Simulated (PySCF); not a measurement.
## Which element holds Br most strongly?

r²SCAN in PySCF with def2-TZVPPD on every atom (core potentials on Mo, In, Sn), for the lowest determinant that a PBE0 search found; no spin–orbit coupling. D0 is De less the harmonic zero-point energy.

```
 M  state (unpaired electrons)  Re (Å)  ωe (cm⁻¹)  D0(MBr) (eV)
Si               doublet (π ↑)   2.235        417          3.97
In      singlet (closed shell)   2.563        219          4.28
Ga      singlet (closed shell)   2.365        268          4.48
Sn               doublet (π ↑)   2.521        242          3.65
Zn               doublet (σ ↑)   2.291        279          2.13
Mo    sextet (σ ↑, π ↑↑, δ ↑↑)   2.432        270          3.38
 B      singlet (closed shell)   1.901        672          4.59
```

Order the elements by D0 and give the energy of ZnBr + Ga → GaBr + Zn.

B > Ga > In > Si > Sn > Mo > Zn; ΔE = 2.13 − 4.48 = -2.35 eV at r²SCAN/def2-TZVPPD. Close neighbours can swap at other levels.

The metal atom is held in its measured ground configuration; semilocal functionals can put another filling of s and d lower by some tenths of an eV, and De to that atom would be smaller. These are scalar-relativistic numbers at best; spin–orbit coupling would shift them, the dissociation energy most. States were picked by a PBE0 search and need not be the measured ground states.
